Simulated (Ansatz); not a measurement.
Consider the atomization: `F[SiH]1[CH2][GeH2][O]1` → C• + F• + Ge• + 5 H• + O• + Si•.

Calculated with Ansatz (gas phase, PBE0-D4/def2-TZVP geometries, no zero-point term in ΔE). CCSD(T)/CBS adds triple-zeta CCSD(T) − MP2 to the extrapolated MP2 energy (def2 sets, frozen cores). This one scheme is used for every species, atoms too. DFT in def2-TZVPP. HSE06 is defined as in plane-wave codes. No spin–orbit coupling; open shells (•) take unrestricted orbitals. Spin–orbit coupling would lower the free atoms: a little for C, F, O, Si; clearly for Ge. For Ge outer-core shells are correlated without core-valence functions, so the limit isn't a true one: a few kJ/mol of doubt a bond, and 10 to 20 or more in all where bonds break to atoms. Scalar relativity is left out up to krypton.

```csv
level,ΔE (eV),difference from CCSD(T)/CBS
BLYP-D4,37.96,-0.72
B97M-V,38.69,0.01
PBE0-D4,38.09,-0.59
r2SCAN0-D4,37.90,-0.78
HSE06-D4,38.11,-0.57
PBE-QIDH,38.20,-0.48
PBE,38.45,-0.23
r2SCAN,38.51,-0.17
PBE0,37.89,-0.79
r2SCANh,38.23,-0.45
r2SCAN0,37.83,-0.85
HSE06,37.92,-0.76
LC-ωPBE,38.28,-0.40
HF/def2-SVP,27.58,-11.10
MP2/def2-TZVPP,38.49,-0.19
CCSD/def2-TZVPP,37.10,-1.58
CCSD(T)/CBS,38.68,0
```

Largest T1 diagnostic among the species: 0.012.

Leaving LDA and LC-ωPBE aside and taking each functional with its dispersion term where it has one, the values, not all of them listed here, spread over 1.56 eV, from BHLYP-D4 to PBE-D4. LDA lies +5.37 eV from PBE without D4, its usual overbinding. At CCSD(T), def2-SVP lies −3.03 eV from the extrapolated value and def2-TZVPP −0.99 eV: correlation converges slowly with the basis, and small sets miss more of it in the bonded molecule than in its fragments. From r2SCAN to r2SCAN0 (25 % exact exchange), in def2-TZVPP and without D4, ΔE moves by −0.68 eV: exact exchange takes away binding that semilocal exchange gives to molecules.

For atomizations the MP2-based limit and the directly extrapolated one differ by several kJ/mol either way, and by 10 to 25 for some Ge, Se and Sn compounds, so smaller differences from it don't rank the levels.
